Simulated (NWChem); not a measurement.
System: SrBrCl; SMILES [Cl][Sr][Br]

```xyz
3

Sr     0.3127     0.5926     0.0000
Cl    -0.3892     3.1046     0.0000
Br    -0.1504    -2.1513     0.0000
```
Atoms are numbered in this order, from 1.

Geometry: optimised at PBE0/def2-SVP. Not confirmed as a minimum by frequencies. def2 effective core potentials on Sr; no spin-orbit coupling.

Symmetry labels are those of Cs in the frame above (b1 and b2, or b-type labels, depend on it).

Task: List the 4 lowest vertical singlet excitations from PBE/def2-SVPD with def2 effective core potentials on Sr, TDA (NWChem).

Result: 
```json
[
 {"state": "S1", "energy (eV)": "3.52", "oscillator strength": "0.015", "symmetry": "a'", "leading excitation (squared amplitude)": "HOMO → LUMO (1.00)"},
 {"state": "S2", "energy (eV)": "3.53", "oscillator strength": "0.020", "symmetry": "a\"", "leading excitation (squared amplitude)": "HOMO−1 → LUMO (1.00)"},
 {"state": "S3", "energy (eV)": "3.79", "oscillator strength": "0.011", "symmetry": "a'", "leading excitation (squared amplitude)": "HOMO−2 → LUMO (0.99)"},
 {"state": "S4", "energy (eV)": "4.01", "oscillator strength": "0.010", "symmetry": "a\"", "leading excitation (squared amplitude)": "HOMO−3 → LUMO (1.00)"}
]
```
